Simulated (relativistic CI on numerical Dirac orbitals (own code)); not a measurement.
# Crystal-field levels of Ru⁶⁺, 4d2

Calculated by Dirac-Coulomb-Breit CI, separate exchange-only KLI orbitals for each configuration, model QED (radiative potential, 1s self-energy scaled to tabulated hydrogen-like ionisation energies), valence Slater integrals scaled by 0.8, one configuration in a parametric crystal field (own radial code).

Field parameters in Wybourne normalisation: D3d B²₀ = −7Dσ, B⁴₀ = −14Dq − 21Dτ, B⁴₃ = −14√(10/7) Dq. The field is a parameter set, without covalency.

S and J are read from ⟨S²⟩ = S(S + 1) and ⟨J²⟩ = J(J + 1) of each level; they are not fictitious spins.

D3d, 10Dq = 24600, Dσ = -1200, Dτ = 220 cm⁻¹, the lowest 10 levels:

```json
{"E (cm⁻¹)": "0.0", "Degeneracy": "2", "Irrep": "E", "S": "0.99", "J": "2.64"}
{"E (cm⁻¹)": "3.1", "Degeneracy": "1", "Irrep": "A1", "S": "0.99", "J": "2.72"}
{"E (cm⁻¹)": "405", "Degeneracy": "2", "Irrep": "E", "S": "0.99", "J": "2.67"}
{"E (cm⁻¹)": "2225", "Degeneracy": "2", "Irrep": "E", "S": "1.00", "J": "3.34"}
{"E (cm⁻¹)": "2795", "Degeneracy": "1", "Irrep": "A2", "S": "1.00", "J": "3.48"}
{"E (cm⁻¹)": "3356", "Degeneracy": "1", "Irrep": "A1", "S": "1.00", "J": "3.71"}
{"E (cm⁻¹)": "12411", "Degeneracy": "2", "Irrep": "E", "S": "0.06", "J": "3.24"}
{"E (cm⁻¹)": "14091", "Degeneracy": "1", "Irrep": "A1", "S": "0.08", "J": "2.90"}
{"E (cm⁻¹)": "14257", "Degeneracy": "2", "Irrep": "E", "S": "0.05", "J": "3.07"}
{"E (cm⁻¹)": "24436", "Degeneracy": "1", "Irrep": "A2", "S": "1.00", "J": "3.10"}
```

D3d, 10Dq = 24600, Dσ = -980, Dτ = 220 cm⁻¹, the lowest 16 levels:

```csv
E (cm⁻¹),Degeneracy,Irrep,S,J
0.0,2,E,0.99,2.61
101,1,A1,0.99,2.71
158,2,E,0.99,2.69
2131,2,E,1.00,3.36
2493,1,A2,1.00,3.47
3175,1,A1,1.00,3.71
12695,2,E,0.06,3.21
13779,1,A1,0.08,2.93
13953,2,E,0.05,3.09
24387,1,A2,1.00,3.05
24741,2,E,0.99,3.12
25137,1,A1,0.98,3.00
25332,1,A2,1.00,3.35
25638,2,E,0.99,3.39
26020,2,E,1.00,3.51
28357,1,A1,0.13,3.04
```

D3d, 10Dq = 24600, Dσ = -760, Dτ = 220 cm⁻¹, the lowest 16 levels:

| E (cm⁻¹) | Degeneracy | Irrep | S | J |
| --- | --- | --- | --- | --- |
| 0.0 | 2 | E | 0.99 | 2.63 |
| 190 | 2 | E | 0.99 | 2.68 |
| 326 | 1 | A1 | 0.99 | 2.72 |
| 2259 | 2 | E | 1.00 | 3.36 |
| 2360 | 1 | A2 | 1.00 | 3.46 |
| 3197 | 1 | A1 | 1.00 | 3.71 |
| 13124 | 2 | E | 0.06 | 3.18 |
| 13571 | 1 | A1 | 0.07 | 2.97 |
| 13832 | 2 | E | 0.04 | 3.11 |
| 24468 | 1 | A2 | 1.00 | 3.02 |
| 24924 | 2 | E | 0.98 | 3.09 |
| 25097 | 1 | A1 | 0.98 | 3.01 |
| 25433 | 1 | A2 | 1.00 | 3.39 |
| 25629 | 2 | E | 1.00 | 3.42 |
| 25927 | 2 | E | 1.00 | 3.50 |
| 28282 | 1 | A1 | 0.13 | 3.04 |

D3d, 10Dq = 24600, Dσ = -550, Dτ = 220 cm⁻¹, the lowest 10 levels:

| E (cm⁻¹) | Degeneracy | Irrep | S | J |
| --- | --- | --- | --- | --- |
| 0.0 | 2 | E | 0.99 | 2.65 |
| 332 | 2 | E | 0.99 | 2.69 |
| 579 | 1 | A1 | 0.99 | 2.73 |
| 2316 | 1 | A2 | 1.00 | 3.45 |
| 2511 | 2 | E | 1.00 | 3.35 |
| 3338 | 1 | A1 | 1.00 | 3.70 |
| 13395 | 1 | A1 | 0.07 | 3.00 |
| 13517 | 2 | E | 0.07 | 3.11 |
| 13890 | 2 | E | 0.04 | 3.16 |
| 24587 | 1 | A2 | 1.00 | 3.00 |

D3d, 10Dq = 24600, Dσ = -330, Dτ = 220 cm⁻¹, the lowest 16 levels:

```
E (cm⁻¹)  Degeneracy  Irrep     S     J
     0.0           2      E  0.99  2.65
     450           2      E  0.99  2.71
     801           1     A1  0.99  2.76
    2278           1     A2  1.00  3.44
    2825           2      E  1.00  3.33
    3537           1     A1  1.00  3.68
   13162           1     A1  0.07  3.02
   13614           2      E  0.06  3.08
   14272           2      E  0.05  3.17
   24677           1     A2  1.00  3.00
   25142           1     A1  0.98  3.03
   25282           2      E  0.98  3.07
   25841           2      E  1.00  3.45
   25905           1     A2  1.00  3.43
   25954           2      E  1.00  3.49
   28488           1     A1  0.12  3.03
```

The free-ion ground term has S = 1. Every field shown keeps that spin.

Levels of this model without a field, named by their leading LS term (the scale mimics covalency, so terms lie below those of the real free ion): 3F_2 0, 3F_3 2737, 3F_4 5676, 1D_2 13411, 3P_0 13976, 3P_1 15186, 3P_2 18195, 1G_4 20427 cm⁻¹.
